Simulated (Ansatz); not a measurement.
Correlation energies of `[CH3][Al]([Cl])[Cl]` by basis set

```xyz
7

C    -0.198    0.903    0.306
Al    0.203   -0.878   -0.313
Cl   -0.494   -2.563    0.708
Cl    1.349   -1.234   -2.025
H     0.240    1.665   -0.341
H    -1.280    1.059    0.344
H     0.181    1.049    1.321
```

The species carries charge 0 and has multiplicity 1. All single points use the PBE0-D4/def2-TZVP geometry. Frozen core, restricted reference, Ansatz. CBS rows extrapolate triple and quadruple zeta; past MP2 they add the triple-zeta difference.

```tsv
basis	HF (Eh)	MP2 corr.	CCSD corr.	(T)	CCSD(T) total
def2-SVP	-1200.30215	-0.46531	-0.50929	?	?
def2-TZVPP	-1200.74617	-0.62559	-0.67469	?	?
def2-QZVPP	?	?	–	–	–
CBS(def2)	-1200.78523	-0.72525	-0.77435	as TZ	-1201.58697
```

Question: Fill in the withheld values. (Estimate.)

Answer: The calculation gave: def2-SVP (T): -0.01148; def2-SVP CCSD(T) total: -1200.82292; def2-TZVPP (T): -0.02739; def2-TZVPP CCSD(T) total: -1201.44825; def2-QZVPP HF (Eh): -1200.78050; def2-QZVPP MP2 corr.: -0.68284.
